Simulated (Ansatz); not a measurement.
Ansatz (a quantum-chemistry and plane-wave program) input for Cd(Et) (C₂H₅Cd), SMILES C[CH2][Cd+], charge +1, CAM-B3LYP/def2-SVPD. Coordinates come from a B3LYP-D3(BJ)/def2-TZVP optimisation. The multiplicity is an assumed one; other spin states were not compared. The isomer is the one that the SMILES or the coordinates give; other isomers of the formula were not compared. The def2 effective core potentials stand for the cores of Cd; spin–orbit coupling is left out.

Ansatz 0.2 input:
```yaml
crystal:
  periodic: [false, false, false]
  atoms:
    - {symbol: Cd, position_ang: [-0.04327887, 0.71767897, -0.00000000]}
    - {symbol: C, position_ang: [0.69580793, -1.47046385, -0.00000000]}
    - {symbol: C, position_ang: [-0.43493084, -2.43608546, 0.00000000]}
    - {symbol: H, position_ang: [1.28965173, -1.40264546, 0.90714990]}
    - {symbol: H, position_ang: [1.28965174, -1.40264546, -0.90714989]}
    - {symbol: H, position_ang: [-1.05343826, -2.38589252, -0.89385538]}
    - {symbol: H, position_ang: [-1.05343827, -2.38589252, 0.89385537]}
    - {symbol: H, position_ang: [0.03969625, -3.43221873, 0.00000000]}
basis:
  gaussian:
    orbitals: def2-SVPD
hamiltonian:
  xc: {name: CAM-B3LYP}
total_charge: 1
```

It prints:

```
WARN ansatz: RAYON_NUM_THREADS=1 ignored (pool sized by the plan → 1); use --threads N
Functional definition: CAM-B3LYP
integrals: 0.05 GiB planned
999 factors; their error is unknown
integrals: 0.08 GiB planned
376 factors; integrals over basis functions are off by at most 1.5e-5 eV
mean field: 0.48 GiB planned
mean field evaluation 1: about -6689.2892 eV, gradient 8.1e1 eV
mean field evaluation 2: about -6627.3360 eV, gradient 1.5e2 eV
mean field evaluation 4: about -6707.7132 eV, gradient 7.7e0 eV
mean field evaluation 8: about -6707.8134 eV, gradient 2.7e-1 eV
mean field evaluation 16: about -6707.8852 eV, gradient 1.5e-4 eV
mean field -6707.88522102 eV, -246.5102351045 hartree, gradient 3.6e-5 eV, S^2 0.000000; 0 other end points of the search recorded, 0 dependent functions left out
reference -6707.88533647 eV, -246.5102393472 hartree; 18, 18 occupied and 96, 96 virtual orbitals, 999 factors
Total energy: -6707.88533647 eV, -246.5102393472 hartree
```

The run converged.

Cost: about 5 core-seconds (a rough figure).
